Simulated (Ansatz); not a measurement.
Program: Ansatz. Geometries: PBE0-D4/def2-TZVP. ΔE: electronic, gas phase. CCSD(T)/CBS adds triple-zeta CCSD(T) − MP2 to the extrapolated MP2 energy (def2 sets, frozen cores). DFT in def2-TZVPP. HSE06 is defined as in plane-wave codes. For Se outer-core shells are correlated without core-valence functions, which leaves a few kJ/mol of doubt a bond. Scalar relativity is left out up to krypton.

`BC(C)(C)C` + H₂Se → `B[SeH]` + `CC(C)C`  (ligand exchange at a B–C bond)

CCSD(T)/CBS gives -1.08 eV.

Task: Another level gave -1.08 eV. Which?
A. ωB97M-V/def2-TZVPP
B. HSE06/def2-TZVPP
C. RPA@PBE/def2-TZVPP
D. revPBE/def2-TZVPP

Result: C. RPA@PBE/def2-TZVPP -1.08, revPBE -1.18, HSE06 -1.13, ωB97M-V -1.02 eV.

Task: What do rigid-rotor, harmonic-oscillator terms from PBE0-D4/def2-TZVP frequencies (298.15 K, 1 bar) make of the CCSD(T)/CBS value? (Estimate.)

Result: Ansatz gave: ΔZPE = +0.15 eV, ΔH = -0.96 eV, ΔS = -3 J/(mol·K), ΔG = -0.95 eV.

Largest T1 diagnostic among the species: 0.013.

From BLYP to BHLYP (50 % exact exchange), in def2-TZVPP and without D4, ΔE moves by +0.06 eV. Leaving LDA and LC-ωPBE aside and taking each functional with its dispersion term where it has one, the values, not all of them listed here, spread over 0.10 eV, from B2PLYP to ωB97M-V. LDA lies +0.09 eV from PBE without D4. The D4 term adds +0.07 eV with B3LYP and +0.04 eV with PBE0; it sums over pairs of atoms, weighted by their polarisabilities, and B3LYP, whose exchange is more repulsive, gets the larger term.

B3LYP here is the variant with VWN-RPA as its local correlation; programs differ in this.
